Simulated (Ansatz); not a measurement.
Start from `[SiH3][GeH2][CH2]S` and change one atom or group to get `[CH3][GeH2][CH2]S`.

Ansatz, PBE0-D4/def2-TZVP geometries, multiplicity 1. Each molecule was computed in one conformer, which needn't be the lowest.

Scalar relativity is left out up to krypton.

```tsv
property	`[SiH3][GeH2][CH2]S`
LUMO energy (PBE/def2-TZVPP) / eV	-0.98
LUMO energy (PBE0/def2-TZVPP) / eV	-0.13
HOMO energy (B3LYP/def2-TZVPP) / eV	-6.59
HOMO energy (PBE0/def2-TZVPP) / eV	-6.82
HOMO–LUMO gap (B3LYP/def2-TZVPP) / eV	6.25
HOMO energy (PBE/def2-TZVPP) / eV	-5.63
```

Q: What does the change do to each property? (Best estimate.)

A: The calculation gave: 
```json
{"property": "LUMO energy (PBE/def2-TZVPP) / eV", "`[CH3][GeH2][CH2]S`": "-0.60", "shift": "0.38"}
{"property": "LUMO energy (PBE0/def2-TZVPP) / eV", "`[CH3][GeH2][CH2]S`": "0.31", "shift": "0.44"}
{"property": "HOMO energy (B3LYP/def2-TZVPP) / eV", "`[CH3][GeH2][CH2]S`": "-6.44", "shift": "0.15"}
{"property": "HOMO energy (PBE0/def2-TZVPP) / eV", "`[CH3][GeH2][CH2]S`": "-6.67", "shift": "0.15"}
{"property": "HOMO–LUMO gap (B3LYP/def2-TZVPP) / eV", "`[CH3][GeH2][CH2]S`": "6.49", "shift": "0.24"}
{"property": "HOMO energy (PBE/def2-TZVPP) / eV", "`[CH3][GeH2][CH2]S`": "-5.46", "shift": "0.17"}
```

With PBE0 the HOMO rises by 0.15 eV and the LUMO rises by 0.44 eV, so the gap widens by about 0.29 eV. PBE moves the HOMO by 0.17 eV and ωB97M-V by 0.14 eV.

B3LYP here is the variant with VWN-RPA as its local correlation; programs differ in this.
